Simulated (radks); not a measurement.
Numerical settings for the lutetium ion Lu+, [Xe] 4f14 6s2. Method: scalar-relativistic Kohn-Sham, r2SCAN, spin-polarised, spherical densities, finite nucleus; meta-GGA in the generalised Kohn-Sham scheme; Fermi nuclear charge, rms radius 5.37 fm; computed with a radial shooting solver on a logarithmic mesh with Libxc functionals. The defaults (mesh step 0.008 in ln r, mesh end at 40 bohr or more with all orbitals vanishing there, Anderson mixing 0.5 over 9 steps, residual threshold near 1e-9 with the energy settled to 1e-9 hartree or 1e-11 of itself, here a cap of 80 iterations) give E = -14562.803 hartree and 6s at -11.127 eV in 12 iterations. Run on one thread of a shared host, so times are rough (Arm Neoverse N1): 0.33 s of CPU time, 0.33 s wall, 12 iterations on 2360 mesh points. Changes against that run (0 stands for a change within the tolerance of the run):

| setting | iterations | converged | E (mhartree) | e(6s) (meV) | CPU (s) |
|---|---|---|---|---|---|
| mesh step in ln r 0.08 | 2 | no | diverged | - | 0.02 |
| mesh step in ln r 0.005 | 15 | yes | 0 | +0.00366 | 0.61 |
| mesh step in ln r 0.02 | 13 | yes | +0.0914 | +0.00373 | 0.16 |
| mesh end (bohr) 3 | 12 | level above zero | +2.21e+03 | +3.2e+04 | 0.26 |
| mesh end (bohr) 400 | 12 | yes | 0 | 0 | 0.34 |
| residual threshold 0.001 | 11 | yes | 0 | +0.379 | 0.31 |
| residual threshold 1e-16 | 80 | no | 0 | 0 | 1 |
| mixing 2.5 | 28 | yes | 0 | +0.0372 | 0.72 |
| linear mixing, mixing 0.8 | 80 | no | +1.74e+05 | +1.88e+03 | 3.6 |
| linear mixing, mixing 0.2 | 62 | yes | +0.00155 | +0.0358 | 1.3 |
| mixing history 3 | 14 | yes | -0.00185 | +0.036 | 0.36 |
| iteration cap 3 | 3 | no | +450 | -986 | 0.1 |

Settled on a wrong energy, with an occupied level pushed above zero by the early mesh end: mesh end (bohr) 3 (+2.21 hartree). Apart from these: no run marked as converged misses the energy by more than 1 mhartree. A mesh that ends early acts as a hard wall.
